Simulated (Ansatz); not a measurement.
Consider the ligand exchange at the Si–S bond: `O[SiH2]S[Si](F)(Cl)Cl` + `O[SiH2]F` → `O[SiH2]O[SiH2]F` + `F[Si](S)(Cl)Cl`.

Gas-phase electronic energies from Ansatz, PBE0-D4/def2-TZVP geometries. CBS: MP2 limit from def2 TZ/QZ plus the TZ coupled-cluster correction, frozen cores. This one scheme is used for every species. Functionals use def2-TZVPP. One conformer a species, not always the lowest.

```tsv
level	ΔE (eV)
PBE0-D4	-0.39
ωB97M-V	-0.49
PBE0	-0.44
SCS-MP2/def2-TZVPP	-0.58
CCSD/def2-TZVPP	-0.60
CCSD(T)/def2-TZVPP	-0.55
HF/def2-QZVPP	-0.84
SCS-MP2/def2-QZVPP	-0.57
```

Q: What does CCSD(T)/CBS give? (Best estimate.)

A: The calculation gave: -0.51 eV. The listed levels differ from it by 0.12, 0.02, 0.07, -0.07, -0.09, -0.04, -0.33, -0.06 eV.

Largest T1 diagnostic among the species: 0.012.

From PBE to PBE0 (25 % exact exchange), in def2-TZVPP and without D4, ΔE moves by −0.06 eV. The D4 term adds +0.09 eV with B3LYP and +0.05 eV with PBE0; it sums over pairs of atoms, weighted by their polarisabilities, and B3LYP, whose exchange is more repulsive, gets the larger term. In def2-TZVPP, CCSD(T) changes the Hartree–Fock value by +0.26 eV (the triples alone add +0.05 eV) and MP2 by +0.31 eV.

B3LYP here is the variant with VWN-RPA as its local correlation; programs differ in this.
